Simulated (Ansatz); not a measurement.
`[F][Sn]([F])([F])[F]` + CH₃OH → `C[O][Sn]([F])([F])[F]` + H–F at 298.15 K and 1 bar (ligand exchange at the Sn–F bond).

Isolated molecules relaxed with PBE0-D4/def2-TZVP in Ansatz; ΔE leaves out vibrations. CCSD(T)/CBS adds triple-zeta CCSD(T) − MP2 to the extrapolated MP2 energy (def2 sets, frozen cores). This one scheme is used for every species. def2 core potentials past Kr. For Sn outer-core shells are correlated without core-valence functions, which leaves a few kJ/mol of doubt a bond. One conformer a species, not always the lowest.

```csv
species,CCSD(T)/CBS energy (Eh),H − E (kJ/mol),S (J/(mol·K))
`[F][Sn]([F])([F])[F]`,-613.31403,40.5,324.4
CH₃OH,-115.61712,146.3,238.2
`C[O][Sn]([F])([F])[F]`,-628.53137,150.6,403.6
H–F,-100.39570,33.5,173.6
```

H − E and S are ideal-gas, rigid-rotor, harmonic terms from PBE0-D4/def2-TZVP, for one conformer and one mirror image of each species. 1 Eh = 2625.50 kJ/mol, R = 8.31446 J/(mol·K).

Problem. By hand: ΔE, ΔH, ΔS and ΔG.

Solution. ΔE = (-628.53137) + (-100.39570) − (-613.31403) − (-115.61712) = 0.00408 Eh = 10.7 kJ/mol. Δ(H − E) = 150.6 + 33.5 − 40.5 − 146.3 = -2.7, so ΔH = 8.0 kJ/mol. ΔS = 403.6 + 173.6 − 324.4 − 238.2 = 14.6 J/(mol·K). ΔG = 8.0 − 298.15 × (14.6)/1000 = 3.6 kJ/mol.

Problem. By hand: the equilibrium constant, and the temperature at which ΔG would vanish if ΔH and ΔS stayed fixed.

Solution. log₁₀ K = −ΔG/(RT ln 10) = -0.6. ΔG = 0 at ΔH/ΔS = 548 K, though so small a ΔH makes that figure unsure.

TΔS isn't small against ΔH here. The sign of ΔG lies within the doubt. A doubt of 5 kJ/mol in ΔE shifts log₁₀ K by 0.9 here. Other conformers and mirror images would add mixing entropy, several J/(mol·K) or more a flexible species. Modes under 60 cm⁻¹, often nearly free rotors, make the harmonic entropy too high. These are equilibria of isolated gas molecules and say nothing of rates. Largest T1 diagnostic: 0.015 (customary marks: 0.02 for closed shells, 0.045 for open ones).
